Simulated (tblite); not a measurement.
Isomers of C5H5N3. Computed values, GFN2-xTB/tblite, gas phase, harmonic and unscaled. Against measured fundamentals such values can be off by several per cent, at times by over 20. One conformer each.

Electronic energies: GFN2-xTB at the same geometries; isomer energies are rough at this level and their order can be wrong.

```csv
SMILES,"electronic energy, lowest = 0 (kJ/mol)"
C=Cc1ncncn1,0.0
C#Cc1cnnn1C,140.6
C#CCn1ccnn1,163.9
```

Question: How do GFN2-xTB zero-point energies change the relative energies?

Answer: 
| SMILES | ZPE (kJ/mol) | of it from modes above 1550 cm⁻¹ | electronic (kJ/mol) | with ZPE, lowest = 0 (kJ/mol) | lowest mode (cm⁻¹) | rings |
| --- | --- | --- | --- | --- | --- | --- |
| C=Cc1ncncn1 | 246.8 | 111.7 | 0.0 | 0.0 | 82 | 1 |
| C#Cc1cnnn1C | 244.6 | 107.0 | 140.6 | 138.4 | 63 | 1 |
| C#CCn1ccnn1 | 245.7 | 107.4 | 163.9 | 162.7 | 40 | 1 |

The zero-point energies span 2.2 kJ/mol, from `C#Cc1cnnn1C` to `C=Cc1ncncn1`. The order is unchanged.
